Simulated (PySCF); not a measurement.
B₂ORh, SMILES [Rh-]([B][O])[B] (connectivity only; charge and spin as stated), charge -1, multiplicity 1. Atoms are numbered in the order given.

```xyz
4

Rh    -0.1891    -0.5330     0.0000
B      1.4993    -0.9946     0.0000
B     -0.0308     1.4770     0.0000
O      0.1460     2.6964     0.0000
```
Charge -1, spin multiplicity 1.

Geometry optimised at B3LYP-D3(BJ)/def2-SVPD. The spin state was assumed, not searched. The def2 effective core potentials stand for the cores of Rh; spin–orbit coupling is left out. The values are those of a single conformer.

Computed with PySCF with PBE/def2-TZVPD.

Mulliken values depend strongly on the basis, most of all with diffuse functions as here. ESP charges are fitted to the potential on shells at 1.4 to 2.0 van der Waals radii. Atomic charges (e):

| atom | Mulliken | ESP fit |
|---|---|---|
| Rh1 | -0.28 | [?] |
| B2 | -0.32 | [?] |
| B3 | -0.02 | [?] |
| O4 | -0.39 | [?] |

Question: Fill in the missing entries. (The exact figures need the calculation; the answer reports its results.)

Answer: 
- Rh1, ESP fit: -0.02
- B2, ESP fit: -0.42
- B3, ESP fit: -0.12
- O4, ESP fit: -0.44
